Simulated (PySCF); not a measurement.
Spectrum to structure. Level of theory: TDDFT wB97X-D/def2-SVPD, vertical, gas phase, core orbitals frozen in the response (PySCF 2.14.0, density-fitted response routines). Geometries: PBE0-D3(BJ)/def2-SVP, one conformer each.

```
state  λ (nm)       f
   S1   142.0  0.0000
   S2   140.1  0.0001
   S3   140.1  0.0001
   S4   130.5   0.129
   S5   130.5   0.129
   S6   129.9   0.439
   S7   128.1  0.0001
   S8   128.1  0.0001
   S9   126.9  0.0025
  S10   126.9  0.0024
```

Orbital energies (eV): HOMO-3 -11.57, HOMO-2 -10.47, HOMO-1 -10.46, HOMO -10.28, LUMO 2.25, LUMO+1 2.92, LUMO+2 3.10.

Question: Which candidate is it?
A. `CC(C)(C)C(C)(C)C`
B. `[C@@H]1(CCCOC1=O)CC`
C. `C/C(=C\C(F)F)CF`

Answer: A. Its S1, at 8.73 eV, is the highest among the candidates; the nearest of the others has S1 at 6.91 eV. S1 is HOMO→LUMO (96%). Löwdin shares by element: HOMO carbon 58% or more (atoms not listed hold the other 42%); LUMO carbon 28% or more (atoms not listed hold the other 72%). At the same level the other candidates give, for their lowest levels:
- `C/C(=C\C(F)F)CF`: 180 nm (f 0.449); 165 nm (f 0.002); 161 nm (f 0.002); 149 nm (f 0.014); 146 nm (f 0.007); T1 4.19 eV; HOMO -9.64, LUMO 1.18 eV
- `CC[C@H]1CCCOC1=O`: 219 nm (f 0.000); 162 nm (f 0.071); 156 nm (f 0.046); 154 nm (f 0.019); 147 nm (f 0.008); T1 5.19 eV; HOMO -9.61, LUMO 1.73 eV

Orbitals of the list HOMO-3 to LUMO+2 that lie within 0.01 eV of each other are written together with a slash and their weights summed (≥ marks a lower bound); for degenerate orbitals outside that list single weights are arbitrary.

The values belong to the conformer `[CH3:1][C:2]([CH3:3])([CH3:4])[C:5]([CH3:6])([CH3:7])[CH3:8]`: C1–C2–C5–C6 168°.
Triplets come from the Tamm–Dancoff approximation.
